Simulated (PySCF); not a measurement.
## Electron affinity of Hf by level of theory

Hf⁻ [Xe] 4f14 5d3 6s2 (4F) → Hf [Xe] 4f14 5d2 6s2 (3F), as a difference of total energies. Calculation: PySCF 2.14, in def2-TZVPPD with the def2 core potential (60 electrons) (6s5p3d2f1g, 59 functions); a scalar-relativistic core potential. Correlated levels: valence: 5s2 5p6 frozen. The calculations carry no spin-orbit coupling.

| method | electron affinity (eV) |
| --- | --- |
| UHF | -1.441 |
| MP2 (valence) | -0.830 |
| SCS-MP2 (valence) | -1.093 |
| CCSD (valence) | -0.693 |
| CCSD(T) (valence) | -0.584 |

The configuration of this anion was assumed by filling the next shell in order. It is not the known or likely ground configuration (Ca⁻, Sr⁻ and Ba⁻, for instance, bind a p electron), so these values are not the electron affinity of the element.

A negative affinity means that the anion lies above the atom at that level of theory.

The coupled-cluster amplitudes are large for Hf⁻ (T1 above 0.03 or a double amplitude above 0.15), so a single reference is strained.
